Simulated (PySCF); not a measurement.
## Structure from NMR data

Molecular formula: C3H9FOSi2. Simulated spectra:

¹H NMR (400 MHz, computed): δ 5.75 (m, 2H), 5.11 (m, 1H), 4.08 (s, 3H), 3.74 (s, 3H).

¹³C{¹H} NMR (computed): δ 182.5 (C), 105.4 (CH), 54.6 (CH3).

- NMR shieldings at PBE0/pcSseg-1/GIAO
- geometry: GFN2-xTB
- program: PySCF 2.14.0 with density-fitted response routines
- in vacuum, no relativistic terms, one averaged value for each set of equivalent atoms, a single conformation

Shifts are taken against calculated references (same method and geometry level): ¹H (σref 31.72), ¹³C (σref 186.93) against TMS.

What is the structure?

Answers


- Rings plus π bonds: 1 (no ring in the answer).
- 3 carbon signals for 3 carbons: no two carbons are equivalent.
- Carbon types of the structure: 1 × C, 1 × CH, 1 × CH3, leaving 5 H on heteroatoms.
- δC 182.5: alkene carbon bearing oxygen; an sp2 carbon further deshielded by the attached heteroatom.
- δC 105.4: β carbon of an enol-ether or enamine type C=C; the O or N lone pair pushes π density onto this β carbon and shields it.
- δC 54.6: methyl carbon bonded to O; pulled downfield by the heteroatom.
- δH 5.75: hydrogen on a silicon bonded to C, F.
- δH 5.11: hydrogen on a β carbon of an enol-ether or enamine type C=C; attached to an sp2 carbon and in the plane of the double bond.
- δH 4.08: hydrogen on a silicon bonded to C.
- δH 3.74: hydrogen on a methyl carbon bonded to O; its carbon carries O, hence the downfield position.

The compound is `[SiH2](/C=C(\OC)[SiH3])F`.

The shifts were computed for this structure.

Splittings by ¹⁹F in the carbon and heteronuclear signals aren't shown, as no couplings were computed. Shifts are as computed. Against solution values, carbons near 30 ppm lie about +3 ppm off and those near 130 ppm about +5 ppm. Of 1211 compounds with measured shifts, 218 miss one by over three times the rms of a fit or turn the order of signals round; such compounds aren't used in these exercises. Multiplicities follow the n + 1 count of equivalent neighbours, as no J values were calculated; m marks all less simple cases, F and P coupling included.
